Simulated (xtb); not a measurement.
C2H8Si2 (SMILES C1[SiH2]C[SiH2]1), singlet, geometry from GFN2-xTB. Base run: GFN0-xTB (xtb).

Geometry (Å):
```xyz
12

C      0.2521     0.3851     1.2464
Si     1.3455    -0.2663    -0.1898
C     -0.2536    -0.3953    -1.2429
Si    -1.3448     0.2711     0.1882
H      0.5000     1.3879     1.5850
H      0.2508    -0.2448     2.1324
H      2.3283     0.6977    -0.6917
H      2.0071    -1.5463     0.0770
H     -0.2565     0.2205    -2.1387
H     -0.5004    -1.4039    -1.5649
H     -1.9865     1.5597    -0.0854
H     -2.3437    -0.6771     0.6884
```
All else is at xtb's defaults.
Base energy -12.29787 Eh.

Each row names what was changed in the base input (with any setting that the change needs).

```tsv
change	ΔE vs base (mEh)	HOMO-LUMO gap (eV)
base	0.000	4.80
acc = 30	0.000	4.80
acc = 0.0001	0.000	4.80
etemp = 5000	-0.472	4.80
etemp = 3000	-0.005	4.80
```
